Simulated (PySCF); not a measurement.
Species: SnH2Me(NMe2), C₃H₁₁NSn.
Bonds: Sn1–C4, Sn1–N8, N8–C9, N8–C10. Hydrogens: H2, H3 on Sn1; H5, H6, H7 on C4; H11, H12, H13 on C9; H14, H15, H16 on C10.

Method: PySCF 2.14.0, PBE0-D3(BJ)/def2-SVP geometry optimisation, gas phase, def2 core potentials past Kr; density fitting, grid level 1; the optimiser is geomeTRIC in internal coordinates, started from a GFN2-xTB structure with every atom displaced at random (about 0.03 Å).

At the end of the run (lengths in Å): Sn1–H3 1.717, C9–H13 1.113, Sn1–C4 2.158, C4–H5 1.099, Sn1–N8 2.050, N8–C10 1.437, N8–C9 1.438, C4–Sn1–N8 112.7°, C9–N8–C10 113.4°, Sn1–N8–C9 118.7°, C4–Sn1–N8–C9 71°, H5–C4–Sn1–H2 -58°.

Problem. These geometries were met on the way; a selection of coordinates is given. Order them by energy above the end point, lowest first.
A. Sn1–H3 1.717, C9–H13 1.113, Sn1–C4 2.158, C4–H5 1.099, Sn1–N8 2.050, N8–C10 1.437, N8–C9 1.438, C4–Sn1–N8 112.7°, C9–N8–C10 113.4°, Sn1–N8–C9 118.7°, C4–Sn1–N8–C9 71°, H5–C4–Sn1–H2 -58°
B. Sn1–H3 1.576, C9–H13 1.212, Sn1–C4 2.242, C4–H5 1.183, Sn1–N8 1.974, N8–C10 1.513, N8–C9 1.368, C4–Sn1–N8 116.9°, C9–N8–C10 109.3°, Sn1–N8–C9 120.5°, C4–Sn1–N8–C9 67°, H5–C4–Sn1–H2 -62°
C. Sn1–H3 1.766, C9–H13 1.122, Sn1–C4 2.127, C4–H5 1.101, Sn1–N8 2.080, N8–C10 1.457, N8–C9 1.426, C4–Sn1–N8 114.6°, C9–N8–C10 112.0°, Sn1–N8–C9 120.3°, C4–Sn1–N8–C9 70°, H5–C4–Sn1–H2 -60°
D. Sn1–H3 1.735, C9–H13 1.111, Sn1–C4 2.165, C4–H5 1.097, Sn1–N8 2.053, N8–C10 1.443, N8–C9 1.432, C4–Sn1–N8 113.8°, C9–N8–C10 113.0°, Sn1–N8–C9 119.4°, C4–Sn1–N8–C9 71°, H5–C4–Sn1–H2 -58°

Solution. A (0.000 eV), D (0.010 eV), C (0.077 eV), B (0.881 eV).

| step | E above end (eV) | rms distance from the end, all atoms (Å) | largest force (eV/Å) | rms shift of all bonds from the end (Å) |
| --- | --- | --- | --- | --- |
| 5 | 0.000 | 0.000 | 0.024 | 0.000 |
| 2 | 0.010 | 0.023 | 0.274 | 0.006 |
| 1 | 0.077 | 0.050 | 0.900 | 0.019 |
| 0 | 0.881 | 0.080 | 4.225 | 0.069 |

Rows stand in the order of the answer.
